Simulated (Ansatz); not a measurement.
Born–Oppenheimer molecular dynamics of CH₂BOS (6 atoms, charge 0, multiplicity 2). It starts at the highest image of a converged band. Of that band: The profile has 2 maxima (images 2, 9) with wells between them (image 7): this band takes more than one step, which may be the mechanism or a detour left from its start path. A vibrational analysis at the climbing image gives one clearly imaginary mode, 1282i cm⁻¹: a first-order saddle point.

All numbers below come from UKS PBE-D4/def2-SVP in Ansatz 0.2.0.

```json
{
 "ensemble": "NVE (velocity Verlet)",
 "time step": "0.5 fs",
 "steps asked": "200",
 "starting velocities drawn for": "100 K",
 "seed": "7706"
}
```

First frame:

```xyz
6
Properties=species:S:1:pos:R:3
O 0.309 -0.563 -1.861
B 0.196 -0.387 -0.538
C 0.079 -0.207 0.820
S -0.069 0.024 2.514
H -0.028 0.175 -2.402
H -0.487 0.958 1.468
```

Q: How far do the bonds stretch over the last three quarters of this one trajectory? (Pairs bonded in most of those frames.)

A: 
```csv
bond,mean (Å),spread (Å),shortest,longest
O1–B2,1.384,0.026,1.33,1.42
O1–H5,0.978,0.007,0.97,0.99
B2–C3,1.504,0.102,1.41,1.72
B2–H6,1.310,0.082,1.16,1.48
C3–S4,1.581,0.049,1.49,1.71
```

Mean temperature of the second half: 2406 K. The conserved energy stayed within 0.37 meV per atom of its start (net change -0.16 meV per atom), so the integration is sound. The kinetic energy rose, since the run started high on the potential surface and went downhill. A run of 0.1 ps of so small a system gives no equilibrium averages.

Run time: 2.3 min on 2 threads of Intel(R) Xeon(R) 6975P-C (Granite Rapids) (shared host), peak memory 0.16 GiB.
